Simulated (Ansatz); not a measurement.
Relaxation of BFH6OSi (10 atoms, charge 0, multiplicity 1), to a largest force component of 0.03 eV/Å in at most 50 steps.

Theory: Ansatz, RHF/def2-SVP.

```xyz
10
Properties=species:S:1:pos:R:3
B 0.082 -0.309 -0.384
F -0.234 -0.055 2.110
H 1.042 0.398 -0.277
H -0.950 0.090 -0.845
O 0.220 -1.644 -0.057
Si -0.735 -2.979 -0.314
H 0.134 -4.168 -0.235
H -1.781 -3.059 0.727
H -1.363 -2.897 -1.649
H 0.237 -0.824 1.996
```

Where does it end, and by what steps?

The run converged. The force dipped under the threshold on the way, but the program's further checks kept it going. After 28 steps the energy has fallen by 0.184 eV; F2 moved furthest, 1.43 Å.

```tsv
step	energy less start (eV)	largest force component (eV/Å)	accepted
0	0.0000	0.926	yes
1	-0.0326	0.603	yes
2	-0.0247	1.287	no
3	-0.0430	0.601	yes
4	-0.0544	0.179	yes
5	-0.0660	0.180	yes
6	-0.0695	0.148	yes
7	-0.0372	1.682	no
8	-0.0824	0.145	yes
9	-0.0890	0.628	yes
10	-0.1137	0.356	yes
11	-0.1405	0.090	yes
12	-0.1640	0.236	yes
13	-0.1539	0.482	no
14	-0.1685	0.619	yes
15	-0.1779	0.070	yes
16	-0.1789	0.129	yes
17	-0.1809	0.024	yes
18	-0.1815	0.086	yes
19	-0.1818	0.181	yes
20	-0.1798	0.518	no
21	-0.1827	0.022	yes
22	-0.1833	0.116	yes
23	-0.1836	0.194	yes
24	-0.1840	0.102	yes
25	-0.1843	0.012	yes
26	-0.1844	0.043	yes
27	-0.1843	0.062	no
28	-0.1845	0.018	yes
```

```xyz
10
Properties=species:S:1:pos:R:3
B -0.015 -0.177 -0.744
F 0.359 -1.191 2.746
H 0.444 0.828 -0.279
H -0.278 -0.265 -1.915
O -0.238 -1.225 0.081
Si -0.838 -2.784 -0.130
H 0.235 -3.731 0.213
H -1.989 -2.946 0.773
H -1.249 -2.945 -1.539
H 0.221 -1.011 1.866
```

Whether the end is a true minimum wasn't checked by a vibrational analysis.

The run took 53 s on 1 thread of Arm Neoverse V1 (shared host), peak memory 0.15 GiB.
